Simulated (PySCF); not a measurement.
How methods differ on the excitation energy of Tl

Tl [Xe] 4f14 5d10 6s2 6p1 (2P) → Tl [Xe] 4f14 5d10 6s2 6d1 (2D), as a difference of total energies. Computed with PySCF 2.14 in x2c-TZVPPall with one added diffuse shell each of s, p, d, f type (12s8p7d4f, 99 functions), with the spin-free X2C one-electron Hamiltonian (Gaussian nucleus). Correlated levels: valence and next inner shell: [Kr] 4d10 4f14 frozen. The calculations carry no spin-orbit coupling.

| method | excitation energy (eV) |
| --- | --- |
| UHF | 3.713 |
| MP2 (valence and next inner shell) | 3.824 |
| SCS-MP2 (valence and next inner shell) | 3.765 |
| CCSD (valence and next inner shell) | 3.831 |
| CCSD(T) (valence and next inner shell) | 3.835 |

How much does correlation contribute at CCSD(T) (valence and next inner shell)?

3.835 − (3.713) = 0.122 eV, measured against UHF.

Errors of the correlated levels include the incompleteness of this basis and the frozen core.

For comparison: 3.840 eV (measured; NIST levels, between the centres of gravity of the two terms).
